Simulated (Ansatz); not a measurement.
Frontier orbitals of `[NH2][Sn]([OH])([OH])[Cl]`.

```xyz
9

N     0.1773    1.2869   -1.2302
Sn   -0.0257   -0.1423    0.1319
O     0.0537    0.7296    1.8652
O     1.4133   -1.4081   -0.1802
Cl   -1.9851   -1.4156    0.1634
H     0.1862    0.9455   -2.1821
H    -0.5060    2.0282   -1.1499
H    -0.4833    0.2830    2.5254
H     1.1696   -2.3071    0.0565
```

Total charge 0; spin multiplicity 1. Correlated methods include outer-core shells of Sn, which these sets cover unevenly. Sn: def2 effective core potential. The structure was optimised at the PBE0-D4/def2-TZVP level. It is one conformer, not always the lowest. Basis def2-TZVPP, Ansatz 0.2.0.

Orbital energies of one run (eV). Highest occupied ones, from the top: -9.60, -10.54, -10.63, -10.82, -10.91, -11.80, -11.91, -12.79, -14.12, -15.06, -15.76, -16.95, -25.02, -26.39. Empty: -0.68, 1.12, 1.30, 1.81, 2.34, 2.88.

(1) Which functional gave them?
A. B97M-V
B. BLYP
C. BHLYP
D. PBE

Answers

(1) C. HOMO energies: BHLYP -9.60, PBE -6.76, B97M-V -7.15, BLYP -6.63 eV.
